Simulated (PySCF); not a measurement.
Computed IR spectrum (relative IR intensity) of a molecule CH6Cl2OSi2. Geometry optimised at PBE-D3(BJ)/def2-SVP. One conformer was computed; it need not be the lowest. These are PBE-D3(BJ)/def2-SVP in PySCF values and carry that method's errors. Frequencies are harmonic and unscaled.

```tsv
ν (cm⁻¹)	relative intensity
292	4.0
446	3.8
562	24
619	3.8
695	8.6
707	7.7
749	15
785	19
797	18
912	14
917	12
938	100
1044	67
1224	6.7
2176	12
2185	22
2197	23
```

**Question.** Which molecule gave these data?
A) C[Si](Cl)(Cl)[SiH2]O
B) C[Si](Cl)(Cl)O[SiH3]
C) C[Si@H](Cl)[Si@H](O)Cl
D) OC([SiH2]Cl)[SiH2]Cl

**Answer.** B, C[Si](Cl)(Cl)O[SiH3]
